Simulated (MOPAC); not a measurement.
A run for MOPAC: PM7 on GaSi+, 2S+1 = 3, a spin state set in the input, which need not be the lowest, a point of a bond scan (R = 3.002 Å). Charge +1.

```
PM7 1SCF PRECISE CHARGE=1 UHF MS=1 THREADS=1
GaSi

Si     0.00000000 1     0.00000000 1     0.00000000 1
Ga     0.00000000 1     0.00000000 1     3.00173300 1
```

Output:

```
*******************************************************************************
 **                                                                           **
 **                              MOPAC v23.2.5                                **
 **                                                                           **
 *******************************************************************************
 ** MOPAC's Digital Object Identifier: https://doi.org/10.5281/zenodo.6511958 **
 **                                                                           **
 ** Please cite the open-source release paper for use of this MOPAC version:  **
 ** J. E. Moussa and J. J. P. Stewart (2026)                                  **
 ** MOPAC: An open-source semiempirical molecular orbital program             **
 ** J. Open Source Softw., 11(119), 8025, https://doi.org/10.21105/joss.08025 **
 *******************************************************************************

                              PM7 CALCULATION RESULTS

 *******************************************************************************
 *  PM7        - The PM7 Hamiltonian to be used
 *  UHF        - UNRESTRICTED HARTREE-FOCK CALCULATION
 *
 *
 *
 *                 CHARGE ON SYSTEM = +1
 *
 *
 *
 *  MS=        - IN MECI, MAGNETIC COMPONENT OF SPIN =  1.0
 *  PRECISE    - TIGHTER CRITERIA TO BE USED
 *  1SCF       - DO 1 SCF AND THEN STOP
 *  THREADS=1  - MULTI-THREADING NOT USED
 *  T=         - A TIME OF 172800.0 SECONDS REQUESTED
 *  DUMP=N     - RESTART FILE WRITTEN EVERY 7200.0 SECONDS REQUESTED
 *******************************************************************************
PM7 1SCF PRECISE CHARGE=1 UHF MS=1 THREADS=1
 GaSi

   ATOM   CHEMICAL          X               Y               Z
  NUMBER   SYMBOL      (ANGSTROMS)     (ANGSTROMS)     (ANGSTROMS)

     1      Si          0.00000000  *   0.00000000  *   0.00000000  *
     2      Ga          0.00000000  *   0.00000000  *   3.00173300  *



          CARTESIAN COORDINATES

    NO.       ATOM           X           Y           Z

     1        Si          0.0000      0.0000      0.0000
     2        Ga          0.0000      0.0000      3.0017

 General Reference for PM7:
 "Optimization of Parameters for Semiempirical Methods VI: More Modifications to the
 NDDO Approximations and Re-optimization of Parameters", J. J. P. Stewart, J. Mol. Mod., 1:32, 19 (2013)
 https://link.springer.com/article/10.1007/s00894-012-1667-x

           Empirical Formula: Si Ga  =     2 atoms



      MOLECULAR POINT GROUP   :   C*v


          UHF CALCULATION, NO. OF ALPHA ELECTRONS =    4
                           NO. OF BETA  ELECTRONS =    2

 -------------------------------------------------------------------------------
 PM7 1SCF PRECISE CHARGE=1 UHF MS=1 THREADS=1
 GaSi



     1SCF WAS SPECIFIED, SO BFGS WAS NOT USED
     SCF FIELD WAS ACHIEVED


                              PM7 CALCULATION
                                                       MOPAC v23.2.5 Linux




          FINAL HEAT OF FORMATION =        277.72409 KCAL/MOL =    1161.99759 KJ/MOL


          COSMO AREA              =        110.52 SQUARE ANGSTROMS
          COSMO VOLUME            =         98.69 CUBIC ANGSTROMS

          IONIZATION POTENTIAL    =         11.563138 EV
          ALPHA SOMO LUMO (EV)    =        -11.563 -4.928
          BETA  SOMO LUMO (EV)    =        -14.833 -4.718
          NO. OF ALPHA ELECTRONS  =          4
          NO. OF BETA  ELECTRONS  =          2
          MOLECULAR WEIGHT        =         97.8205         POINT GROUP:  C*v

          MOLECULAR DIMENSIONS (Angstroms)

            Atom       Atom       Distance
           Ga     2   Si     1     3.00173
           Ga     2   Si     1     0.00000
           Si     1   Ga     2     0.00000


          SCF CALCULATIONS        =          1





   ATOM   CHEMICAL          X               Y               Z
  NUMBER   SYMBOL      (ANGSTROMS)     (ANGSTROMS)     (ANGSTROMS)

     1      Si          0.00000000  *   0.00000000  *   0.00000000  *
     2      Ga          0.00000000  *   0.00000000  *   3.00173300  *

                             CARTESIAN COORDINATES

   1   Si        0.000000000     0.000000000     0.000000000
   2   Ga        0.000000000     0.000000000     3.001733000


           Empirical Formula: Si Ga  =     2 atoms



      MOLECULAR POINT GROUP   :   C*v


          ALPHA EIGENVALUES
 -22.04837 -16.36053 -11.56314 -11.56314  -4.92812  -4.68371  -4.68371  -2.92434
  21.64641  21.64641  21.67275  21.94760  21.94760


           BETA EIGENVALUES
 -21.94881 -14.83318  -4.71845  -4.67793  -4.67793  -2.94308  -2.94308  -2.79122
  21.94243  22.00149  22.00149  22.58424  22.58424


              NET ATOMIC CHARGES AND DIPOLE CONTRIBUTIONS

  ATOM NO.   TYPE          CHARGE      No. of ELECS.   s-Pop       p-Pop       d-Pop
    1         Si           0.058600        3.9414     1.87106     2.06066     0.00969
    2         Ga           0.941400        2.0586     1.97501     0.08360
 DIPOLE           X         Y         Z       TOTAL
 POINT-CHG.     0.000     0.000     3.295     3.295
 HYBRID         0.000     0.000    -2.374     2.374
 SUM            0.000     0.000     0.921     0.921


          ATOMIC ORBITAL ELECTRON POPULATIONS

     Atom    s        px        py        pz      x^2-y^2     xz        z^2       yz        xy
    1 Si   1.87106   0.99768   0.99768   0.06529   0.00000   0.00017   0.00935   0.00017   0.00000
    2 Ga   1.97501   0.00215   0.00215   0.07930


                    (SZ)    =    1.000000
                    (S**2)  =    2.037378


          ATOMIC ORBITAL SPIN POPULATIONS

    Atom   Total    s     px     py     pz   x^2-y^2  xz     z^2    yz     xy
         Atomic
    1 Si  2.0286  0.075  0.998  0.998 -0.041  0.000  0.000 -0.001  0.000  0.000
    2 Ga -0.0286 -0.003  0.002  0.002 -0.030

 **********************
 *                    *
 * JOB ENDED NORMALLY *
 *                    *
 **********************




 == MOPAC DONE ==
```

The run finished.

Cost: very roughly 0.03 core-seconds.
